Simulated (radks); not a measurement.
Q: The mean radii <r> (bohr) of the occupied orbitals of an atom or ion are listed with their occupations. All-electron calculation, Dirac Kohn-Sham, BLYP, spin-unpolarised, spherical densities, finite nucleus; Fermi nuclear charge, rms radius of each element as measured or else 0.836 A^(1/3) + 0.57 fm. Program: a radial shooting solver on a logarithmic mesh with Libxc functionals.

| orbital | occ. | <r> |
|---|---|---|
| 1s1/2 | 2 | 0.06085 |
| 2s1/2 | 2 | 0.2747 |
| 2p1/2 | 2 | 0.2399 |
| 2p3/2 | 4 | 0.2427 |

Name the element and its charge. Open shells, if any, fill j = l - 1/2 first.

A: Z = 25, manganese, charge +15: Mn15+ in [Ne]. The 1s radius gives Z: for a bare nucleus <r> = (2 gamma + 1)/(2Z) with gamma = sqrt(1 - (Z/c)^2), 0.05933 bohr for Z = 25, and screening makes it slightly larger (0.06085 here). The occupations add up to 10, and the charge is Z minus that.
